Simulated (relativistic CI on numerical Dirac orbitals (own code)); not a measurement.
## Ta³⁺: N6,7 absorption edge

Computed with this model: Dirac-Coulomb-Breit CI, KLI orbitals optimised for each configuration, model QED, valence Slater integrals scaled by 0.9, multiplet model of core-to-valence dipole absorption; configurations [Xe] 4f14 5d2 → [Xe] 4f13 5d3; 300 K; Lorentzian 0.3 eV and Gaussian 0.3 eV FWHM. Energies are those of the free ion, without screening or charge transfer. The branching ratio is the share of the lower-energy edge in the whole absorption, uncertain by about 0.02 where the edges overlap. S is read from ⟨S²⟩ = S(S + 1).

Field parameters in Wybourne normalisation: Oh B⁴₀ = 21Dq, B⁴₄ = √(5/14) B⁴₀. The field is a parameter set, without covalency.

Computed curve for free ion, scaled to 100 at the maximum (points under 2 are left out and the grid is thinned):

```csv
Energy (eV),Intensity
22.2,2.5
22.3,3.2
22.4,3.9
22.5,4.2
22.7,4.7
22.8,5.4
22.9,6.6
23.0,8.0
23.1,8.8
23.2,9.0
23.3,9.2
23.4,10.4
23.6,13.6
23.7,14.0
23.8,13.9
23.9,13.8
24.0,13.9
24.1,15.1
24.2,18.4
24.4,27.8
24.5,30.0
24.6,30.9
24.7,32.1
24.8,34.7
24.9,39.2
25.0,46.5
25.2,67.0
25.3,74.5
25.4,80.1
25.5,87.4
25.6,96.3
25.7,100.0
25.8,93.6
25.9,82.6
26.1,77.4
26.2,79.2
26.3,77.2
26.4,73.6
26.5,75.0
26.6,83.3
26.7,91.9
26.9,78.3
27.0,61.3
27.1,47.0
27.2,36.2
27.3,27.7
27.4,21.0
27.5,16.1
27.7,10.4
27.8,8.5
27.9,6.9
28.0,5.8
28.1,5.0
28.2,4.5
28.3,4.0
28.4,3.6
28.6,2.9
28.7,2.6
28.8,2.3
28.9,2.1
```

The ground state has S = 0.96, and the centroid lies at 25.86 eV.
